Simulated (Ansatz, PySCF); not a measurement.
Pulling on the Al1–H2 bond in CH5AlO (SMILES C[O][AlH2]) (multiplicity 1 held, fragments rigid). Energies count from the point at 1.571 Å.
Geometry at that point (charge 0, multiplicity 1):
| atom | x (Å) | y (Å) | z (Å) |
|---|---|---|---|
| Al | -0.4845 | 0.8978 | 0.6260 |
| H | -0.4527 | 1.2177 | 2.1639 |
| H | -1.2211 | 1.7731 | -0.4631 |
| O | 0.3397 | -0.4921 | 0.1337 |
| C | 0.5615 | -1.1306 | -1.1007 |
| H | 0.0882 | -0.6005 | -1.9355 |
| H | 1.6351 | -1.1935 | -1.2991 |
| H | 0.1620 | -2.1481 | -1.0701 |

Unrestricted levels (U-) break spin symmetry where that is lower. Active spaces are followed from a long bond inwards. Curves can end on different states.

Cores are frozen in the correlated methods. Rows in 3-21G, 6-31G* carry no dispersion term and start afresh at each structure (6-31G* with six Cartesian d functions). MP2/6-31G* freezes PySCF's default core.

Codes used: Ansatz (a quantum-chemistry and plane-wave program) with Gaussian orbitals; PySCF for 3-21G rows, 6-31G* rows. 

Other levels give for the energy at R = 5.028 Å: U-PBE/cc-pV(T+d)Z 347.4; U-B3LYP/cc-pV(T+d)Z 366.8; U-wB97X-V/cc-pV(T+d)Z 375.9; FIC-MRCISD+Q on CASSCF(2,2)/cc-pV(T+d)Z 369.4 kJ/mol.

What do these common cheap choices give for the same quantity: R-HF/3-21G, R-HF/6-31G*, U-HF/6-31G*, R-MP2/6-31G*?

R-HF/3-21G 693.3; R-HF/6-31G* 688.8; U-HF/6-31G* 289.6; R-MP2/6-31G* 473.7 kJ/mol. They span 289.6 to 693.3 kJ/mol.

Doubts at one or more of the structures used: a restricted determinant that unrestricted orbitals would lower (R-HF/3-21G, R-HF/6-31G*, R-MP2/6-31G*); a spin-contaminated determinant (U-HF/6-31G*, U-PBE/cc-pV(T+d)Z, U-B3LYP/cc-pV(T+d)Z, U-wB97X-V/cc-pV(T+d)Z).
